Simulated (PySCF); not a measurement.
**Relaxation of quartet TaCl₂**

Method: PySCF, UPBE0, basis Ta def2-SVP with ECP60, Cl def2-SVP (scalar-relativistic core potentials, no spin–orbit coupling, density fitting). A (50,194) grid was used.

A hand-made bent start, of C2v symmetry, held to at least that symmetry:

```xyz
3
charge 0 multiplicity 4, angstrom
Ta    0.0000    0.0000   -0.3917
Cl    2.0069    0.0000    1.0136
Cl   -2.0069    0.0000    1.0136
```

Optimiser trace:
```tsv
step	E − E(last) (kJ/mol)	largest gradient (Eh/bohr)
0	95.55	0.06391
1	44.12	0.03458
2	18.11	0.00874
3	6.17	0.00748
4	3.12	0.00647
5	1.58	0.00411
6	0.56	0.00139
7	0.25	0.00168
8	0.10	0.00025
9	0.05	0.00091
10	0.02	0.00045
11	0.01	0.00024
12	0.00	0.00008
```

It ends at D∞h with Ta–Cl 2.306 Å (×2); Cl–Ta–Cl 180.0°. A frequency run shows a minimum.

Other spin states or occupations of the open shell can lie lower. No spin–orbit coupling is included, which matters more the heavier the element.

The relaxation took 21 s on 2 threads of a shared Intel Xeon Platinum 8488C (Sapphire Rapids) host, with 68 basis functions and 13 gradients.
